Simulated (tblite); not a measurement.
Compound: H5P3Si.
Atom-mapped SMILES: `[SiH3:1][p:2]1[pH:3][pH:4]1` (hydrogens: H5, H6, H7 on Si1; H8 on P3; H9 on P4)

Structure optimised with GFN2-xTB, isolated species.

(1) What internal coordinates does the optimisation give?

## Answers

(1) 
| bond | length (pm) |
| --- | --- |
| Si1–P2 | 226.1 |
| P2–P3 | 218.7 |
| P3–P4 | 216.0 |
| P2–P4 | 217.0 |
| Si1–H5, Si1–H6, Si1–H7 | 146.5 |
| P3–H8, P4–H9 | 140.1 |

Bonds in one row agree within 1 pm and their mean is given. A selection of angles:
| angle | degrees |
| --- | --- |
| P2–Si1–H5 | 111.0 |
| P2–Si1–H6 | 105.0 |
| P2–Si1–H7 | 107.3 |
| H5–Si1–H6 | 111.2 |
| H5–Si1–H7 | 109.9 |
| Si1–P2–P3 | 103.3 |
| Si1–P2–P4 | 98.2 |
| P3–P2–P4 | 59.4 |
| P2–P3–P4 | 59.9 |
| P2–P3–H8 | 98.7 |
| P4–P3–H8 | 94.5 |
| P3–P4–H9 | 93.5 |
| P2–P4–P3 | 60.7 |
| P2–P4–H9 | 94.6 |

The 3 P–P bonds span 2.160 Å (P3–P4, drawn aromatic) to 2.187 Å (P2–P3, drawn aromatic), a spread of 0.027 Å. P3 (ring phosphorus) is pyramidal (angles 98.7°, 94.5° and 59.9°, sum 253.1°, 1.05 Å off the plane of its three neighbours). The 3-membered ring P2–P3–P4 has internal angles of 59.4° to 60.7°. P2 (ring phosphorus) is pyramidal (angles 103.3°, 98.2° and 59.4°, sum 261.0°, 1.28 Å off the plane of its three neighbours). Si1 (SiH3 silicon) is distorted tetrahedral (angles from 105.0° to 112.3°).

Its GFN2-xTB frequencies are all real (lowest 76 cm⁻¹).

These are computed values.
